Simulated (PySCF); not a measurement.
```xyz
5
charge 0 multiplicity 1, angstrom
Pb    0.1981    0.0000    0.0000
O    -1.1617    1.5845    0.0000
O    -1.1617   -1.5845    0.0000
H    -2.0929    1.3481    0.0000
H    -2.0929   -1.3481    0.0000
```

Computed with PBE0/[Pb def2-TZVP with ECP60, O def2-TZVP, H def2-TZVP], scalar-relativistic core potentials, density fitting, no spin–orbit coupling, PySCF.

This geometry of Pb(OH)₂ is a stationary point at this level.

(1) What is the point group?

(2) Is it a minimum?

(3) Which band is strongest in the infrared?

(4) Give the atomic charges and bond orders.

(5) What is the atomisation energy, with and without zero-point energy?

Answers

(1) C2v.

(2) Yes: all harmonic wavenumbers are real.

(3) 368 cm⁻¹ (b1), 251 km/mol.

(4) 
```csv
atom,Mulliken,Löwdin,polar tensor,Mayer order to Pb1
Pb1,0.85,0.59,1.26,–
"O2,3",-0.72,-0.42,-0.84,0.89
"H4,5",0.29,0.13,0.21,0.03
```
Other Mayer orders above 0.3: O–H 0.90 (×2).

(5) 1567 kJ/mol without, 1501 kJ/mol with.

This need not be the most stable arrangement of these atoms. With an element this heavy the missing spin–orbit coupling can shift these numbers.
